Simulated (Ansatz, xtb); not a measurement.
Two isomers of C5H10OS

Structure X is `CC(C)/C(S)=C/O`, a singlet and structure Y is `CC(C)/C(S)=C\O`, a singlet. Both are isolated molecules in the gas phase, relaxed with r2SCAN-D4/def2-SVP; each stands in its lowest conformer found.

Q: Which of the two would you expect CCSD(T)/def2-SVP + ΔMP2/def2-TZVPP electronic energies to favour?

A: Structure Y; the calculation gives E(Y) − E(X) = −1.36 kcal/mol.

The same difference at several levels:

| level | geometry | E(Y) − E(X) (kcal/mol) | departure from the last row (kcal/mol) | job, with rough time for the two |
| --- | --- | --- | --- | --- |
| r2SCAN-D4/def2-SVP | r2SCAN-D4/def2-SVP | −2.14 | −0.77 | optimisation, 3.3 min |
| HF/def2-SVP | r2SCAN-D4/def2-SVP | −2.73 | −1.36 | part of the CCSD(T) run |
| MP2/def2-SVP | r2SCAN-D4/def2-SVP | −2.71 | −1.34 | part of the CCSD(T) run |
| CCSD(T)/def2-SVP | r2SCAN-D4/def2-SVP | −2.52 | −1.15 | single point |
| CCSD(T)/def2-SVP + ΔMP2/def2-TZVPP | r2SCAN-D4/def2-SVP | −1.36 |  | single point, 5 min |

As drawn, both hold the same kinds of bond in the same numbers.

None of the levels shown reverses the order. The largest departure from CCSD(T)/def2-SVP + ΔMP2/def2-TZVPP is that of HF/def2-SVP, 1.36 kcal/mol. Levels run at GFN2-xTB geometries aren't shown. The last row adds to CCSD(T) the change of the MP2 difference between the two basis sets, here +1.15 kcal/mol.

With thermal terms from frequencies at re-optimised GFN2-xTB minima (ideal gas, soft modes damped towards free rotors, one conformer each, 298.15 K, 1 atm): the zero-point term adds +0.29 kcal/mol; ΔH is −1.29 and ΔG −0.74 kcal/mol.

The correlated steps freeze 11 core orbitals. Run with Ansatz 0.2.0, xtb 6.7.1; the last row on 2 threads of Intel(R) Xeon(R) Processor @ 2.50GHz (Skylake/Cascade Lake) on a shared host.
